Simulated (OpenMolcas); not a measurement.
# V2+ in CaO: curves along the breathing mode

V2+ with its 6 nearest oxide ions, on the Ca site of CaO (a = 4.8105 Å, distance in the model lattice 2.405 Å). The rest of the host is ab initio model potentials to 7.6 Å, with orthogonalisation functions on the cations behind the ligands, and point charges beyond; the distance is set by hand and nothing relaxes. Ligand basis ANO-RCC-VDZP.

```yaml
Program: OpenMolcas 26.06
Method: CASSCF
Basis: ANO-RCC-VDZP [5s4p2d1f]
Scalar_Hamiltonian: DKH2, point nucleus
Active_space: 3 electrons in 5 orbitals (3d)
State_averaging: 2S+1 = 4 even, 10 roots; 2S+1 = 2 even, 40 roots
Spin-orbit_coupling: RASSI with atomic mean-field integrals over the reference wave functions
```

Spin-free energies (labels of O, the rotations of Oh) in cm-1 above the lowest fitted minimum, as all ligands move together:

```tsv
R (Å)	4A2	4T2	2E	2T1	4T1	2T2	2A1
2.104	11260	25950	27300	28080	33970	34540	39290
2.153	5310	18890	21330	22130	26640	28370	32260
2.203	1610	14200	17630	18430	21660	24460	27610
2.252	100	11830	16100	16910	19000	22750	25270
2.302	530	11500	16530	17350	18370	23000	24970
2.351	2790	13100	18790	19600	19710	25080	26610
2.401	6920	16640	22910	23730	22980	29040	30180
```

Cubic fits give the following; the wavenumber is harmonic, with the mass of all moving ligands, small differences in it between states hang on the degree of the fit, a number in brackets counts states of one label, and the table is a selection of at most 14 states with clean curves.

```tsv
State	R0 (Å)	Breathing mode (cm-1)	Minimum (cm-1)
4A2	2.265	531	0
4T2	2.284	537	11370
2E	2.266	531	16000
2T1	2.265	531	16820
4T1	2.291	536	18330
2T2	2.270	531	22590
2A1	2.284	537	24830
2T2(2)	2.285	537	27750
2T1(2)	2.284	537	28300
2E(2)	2.283	537	29990
4T1(2)	2.296	544	29580
2T1(3)	2.288	535	33720
2T2(3)	2.295	528	39510
2T1(4)	2.302	542	39570
```

The minimum of 4T2 is shifted by +0.0190 Å against 4A2 (from the unrounded fits). With M = 96.0 u for the moving shell, the Huang-Rhys factor in this mode is S = M ω ΔR² / 2ħ = 0.01483 × 96.0 × 531 × 0.0190² = 0.27. Only the first shell moves, against a rigid host.

Without dynamic correlation the repulsion within the d shell is too large (B by tens of per cent), so at a given field states of lower spin stand too high. Ligand-to-metal charge-transfer states are missing. With no ligand orbital active B as a rule stays too high, so bands that hang on it stand too high and its fall with covalency is understated. With metal d orbitals alone and no dynamic correlation 10Dq can be off by a tenth to a fifth, either way, in oxide and fluoride hosts. No measured value stands beside these numbers.
